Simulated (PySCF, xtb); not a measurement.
C3H9BFN, SMILES CCNB(C)F.

Coordinates come from a ωB97X-D3(BJ)/def2-SVP optimisation. This is a generated structure with no PubChem entry under its InChIKey; it may be hypothetical. Other conformers were not sampled.

Level of theory: IEF-PCM-PBE0/def2-SVP (PySCF).

The values are the electrostatic part of the solvation free energy, E(continuum) − E(gas) at the gas-phase geometry, in a cavity of scaled van der Waals radii (PySCF's table); cavitation and dispersion terms are not included. In vacuum the orbital gap is 8.95 eV. The dipole moment in vacuum is 2.23 D.

| solvent | ε | ΔG(elec) (kcal/mol) | dipole (D) | gap (eV) |
|---|---|---|---|---|
| water | 78.36 | -3.3 | 2.71 | 8.90 |
| chlorobenzene | 5.70 | -2.5 | 2.60 | 8.93 |
| n-hexane | 1.88 | -1.2 | 2.41 | 8.95 |

For comparison, GFN2-xTB/ALPB(water) (xtb, at the GFN2-xTB geometry, all terms of that model) gives -3.4 kcal/mol.
